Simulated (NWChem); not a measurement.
# C2H2FI; SMILES IC(F)=C

```xyz
6

C     -1.2162     2.0094     0.0000
C     -0.0870     1.3122     0.0000
F      1.1034     1.8813     0.0000
I      0.0233    -0.7826     0.0000
H     -2.1852     1.5138     0.0000
H     -1.1633     3.1011     0.0000
```
Atoms are numbered in this order, from 1.

Results from NWChem. Geometry: optimised at PBE0/def2-SVP. Not confirmed as a minimum by frequencies. def2 effective core potentials on I; no spin-orbit coupling. Ions are spin-unrestricted doublets at the neutral geometry; other ion states weren't tried.

For level CAM-B3LYP/def2-SVP:

```
Property                               Value
-------------------------------------  -----
vertical ionisation energy, ΔSCF (eV)   9.53
−ε(HOMO) (eV)                           8.45
```

Task: What are these values for level PBE/def2-SVP?

Result: vertical ionisation energy, ΔSCF (eV): 9.15
−ε(HOMO) (eV): 6.04
